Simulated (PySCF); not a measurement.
## Dipole polarisabilities along the 3d series

Calculated with PySCF 2.14 for the ground configurations, without spin-orbit coupling: coupled response for Hartree-Fock and DFT. Mean α in bohr³, C₆ of like pairs in atomic units.

```csv
species,α UHF,α PBE,α PBE0,α recommended (Schwerdtfeger and Nagle),C₆ UHF,C₆ PBE,C₆ PBE0
"Sc [Ar] 3d1 4s2 (aug-cc-pVDZ, non-relativistic)",n/a,126.1,129.7,97 ± 10,n/a,1534,1625
"Ti [Ar] 3d2 4s2 (aug-cc-pVDZ-DK, spin-free X2C)",139.9,104.6,109.1,87 ± 10,1657,1204,1275
"V [Ar] 3d3 4s2 (aug-cc-pVDZ, non-relativistic)",127.4,93.12,97.59,87 ± 10,1420,1000,1066
"Cr [Ar] 3d5 4s1 (aug-cc-pVDZ-DK, spin-free X2C)",105.9,70.88,75.26,83 ± 12,961.6,575.0,624.9
"Mn [Ar] 3d5 4s2 (aug-cc-pVDZ, non-relativistic)",104.8,76.21,80.14,68 ± 9,1044,727.2,778.1
"Fe [Ar] 3d6 4s2 (aug-cc-pVDZ-DK, spin-free X2C)",81.72,61.14,64.54,62 ± 4,773.5,541.5,581.6
"Co [Ar] 3d7 4s2 (aug-cc-pVDZ-DK, spin-free X2C)",70.08,52.90,56.08,55 ± 4,634.5,441.4,476.6
"Ni [Ar] 3d8 4s2 (aug-cc-pVDZ, non-relativistic)",64.86,49.07,52.18,49 ± 3,568.5,390.8,424.4
"Cu [Ar] 3d10 4s1 (aug-cc-pVDZ-PP with ECP10MDF, ECP)",70.65,39.89,44.18,46.5 ± 0.5,479.1,224.8,257.8
"Zn [Ar] 3d10 4s2 (aug-cc-pVDZ-DK, spin-free X2C)",50.73,37.52,40.17,38.67 ± 0.3,398.8,264.8,290.1
```

Hartree-Fock lacks correlation. All values carry a basis error.
